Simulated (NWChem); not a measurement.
Species: CH₂NO cation; SMILES N=C=[OH+]

Computed with NWChem. Structure relaxed at the PBE0/def2-SVP level. Level: PBE0/Sadlej pVTZ; rows give the wavelength of the field.

Task: Order these by “anisotropy (bohr³)”, lowest first: 589 nm; 400 nm; static.

Result: static (17.7), 589 nm (18.2), 400 nm (18.8)
